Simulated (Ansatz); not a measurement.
Input file for Ansatz (an electronic-structure program): R-PBE/def2-TZVPP on FHSi (SMILES F[SiH]), atoms moved off the minimum.

Ansatz 0.2 input:
```yaml
crystal:
  periodic: [false, false, false]
  atoms:
    - {symbol: Si, position_ang: [-0.25727070, -0.36486638, 0.48853404]}
    - {symbol: H, position_ang: [-0.97993674, -1.16343506, -0.60410739]}
    - {symbol: F, position_ang: [0.46608232, 0.72269098, -0.60175741]}
basis:
  gaussian:
    orbitals: def2-TZVPP
hamiltonian:
  xc: {name: PBE}
scf: {lower_state_search: off}
output: {forces: true}
```

It printed:

```
WARN ansatz: RAYON_NUM_THREADS=1 ignored (pool sized by the plan → 1); use --threads N
Functional definition: PBE
these checks for a lower state are left out or cut short: stability, starts, cluster_reference, orbital_swaps, neighbouring_geometries, increment
integrals: 0.02 GiB planned
503 factors; their error is unknown
mean field: 0.16 GiB planned
mean field evaluation 1: about -10603.1735 eV, gradient 3.7e1 eV
mean field evaluation 2: about -10579.5465 eV, gradient 1.2e2 eV
mean field evaluation 4: about -10605.2752 eV, gradient 4.2e0 eV
mean field evaluation 8: about -10605.3047 eV, gradient 1.1e-1 eV
mean field evaluation 16: about -10605.3047 eV, gradient 3.1e-6 eV
mean field -10605.30473293 eV, -389.7377604016 hartree, gradient 2.9e-6 eV, S^2 0.000000; 0 other end points of the search recorded, 0 dependent functions left out
the calculation of the forces begins
reference -10605.30475945 eV, -389.7377613759 hartree; 12, 12 occupied and 75, 75 virtual orbitals, 503 factors
Total energy: -10605.30475945 eV, -389.7377613759 hartree
Atom 0 at    -0.257271    -0.364866     0.488534 Å, force     0.736432     1.072906    -0.849995 eV/Å
Atom 1 at    -0.979937    -1.163435    -0.604107 Å, force    -0.132645    -0.155851    -0.130282 eV/Å
Atom 2 at     0.466082     0.722691    -0.601757 Å, force    -0.603787    -0.917056     0.980277 eV/Å
Dipole moment:    -0.132763    -0.193379     0.152907 e Å
Checks for a lower state left out: stability, starts, cluster_reference, orbital_swaps, neighbouring_geometries, increment
```

Self-consistency was reached.

Cost: about 0.23 core-seconds (a rough figure).
